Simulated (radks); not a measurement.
Species: Hf4+. Configuration: [Xe] 4f14.

All-electron calculation, scalar-relativistic Kohn-Sham, r2SCAN, spin-polarised, spherical densities, finite nucleus; meta-GGA in the generalised Kohn-Sham scheme; Fermi nuclear charge, rms radius 5.347 fm. Program: a radial shooting solver on a logarithmic mesh with Libxc functionals.

Energy parts (eV):
part                       energy
total                  -410210.84
kinetic                 449352.42
electron-nucleus      -1009104.44
Hartree                 157895.40
exchange-correlation     -8354.22

Orbitals (lengths in bohr, moments of r in powers of bohr; r(max) is where P^2 peaks; r(90%) holds 90 % of the orbital's charge):
orbital  occ.  eigenvalue (eV)       <r^4>   r(max)  r(90%)
1s          2        -65395.75   6.631e-07  0.01190  0.0345
2s          2        -11243.26   0.0001008  0.06804   0.125
2p          6        -9875.150  0.00007828  0.05567   0.117
3s          2        -2602.920    0.003719   0.1919   0.306
3p          6        -2192.195    0.003981   0.1896   0.312
3d         10        -1705.251    0.003100   0.1548   0.293
4s          2        -562.5190     0.08912   0.4375   0.672
4p          6        -427.2102      0.1186   0.4582   0.723
4d         10        -251.4306      0.1801   0.4713   0.804
5s          2        -109.5868       2.966    1.015    1.62
5p          6         -76.7636       5.441    1.149    1.89
4f         14         -58.0417      0.8086   0.4559    1.13

The highest occupied level is 4f at -58.042 eV. For comparison, the ionisation energy in NIST's Atomic Spectra Database is 68.37 eV (semi-empirical). In exact Kohn-Sham theory the highest level is minus the ionisation energy, but local and semilocal functionals leave it too shallow, through self-interaction and a potential that decays too fast; potentials with the right tail come closer. Summed over all electrons, <r^2> = 28.64 bohr^2, which gives a Langevin (diamagnetic) susceptibility term of -22.7 x 10^-6 cm^3/mol. The density falls to 0.001 e/bohr^3 at r = 2.86 bohr. The electron density at the nucleus is 1.282e+06 e/bohr^3 (large components only).
